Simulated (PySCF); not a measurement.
# Excitation energy of He by level of theory

He 1s2 (1S) → He 1s1 2s1 (3S), as a difference of total energies. Calculation: PySCF 2.14, in dyall-acv3z (10s3p2d, 29 functions); no relativity, point nucleus. Correlated levels: valence: nothing frozen; virtual orbitals above 40 to 60 times the deepest correlated orbital energy dropped. The calculations carry no spin-orbit coupling.

```json
{"method": "UHF", "excitation energy (cm⁻¹)": "151580", "error (cm⁻¹)": "-8271"}
{"method": "MP2 (valence)", "excitation energy (cm⁻¹)": "158920", "error (cm⁻¹)": "-935"}
{"method": "SCS-MP2 (valence)", "excitation energy (cm⁻¹)": "160520", "error (cm⁻¹)": "+668"}
{"method": "CCSD (valence)", "excitation energy (cm⁻¹)": "160140", "error (cm⁻¹)": "+286"}
```

Reference: 159860 cm⁻¹ (measured; NIST levels).

Errors of the correlated levels include the incompleteness of this basis.

With two correlated electrons CCSD is exact in that space.
